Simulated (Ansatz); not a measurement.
AlH3 (SMILES [AlH3]) moved off its minimum; all values from Ansatz (a first-principles code), cores frozen in correlated methods.
(charge 0, multiplicity 1)
```xyz
4

Al     0.00396     0.00523     0.01293
H      0.65529    -0.40840     1.39937
H     -0.35474     1.52403    -0.26600
H     -0.33582    -1.08813    -1.10647
```

**Question.** Give the forces (eV/Å), the total energy and the dipole at CCSD(T)/aug-cc-pV(T+d)Z.

**Answer.** 
```
atom      Fx      Fy      Fz
----  ------  ------  ------
Al1   -0.112  -0.093  -0.128
H2    -0.012  -0.011  -0.083
H3     0.034  -0.036   0.013
H4     0.090   0.140   0.198
```
Energy -243.7666 hartree, dipole 0.08 D.
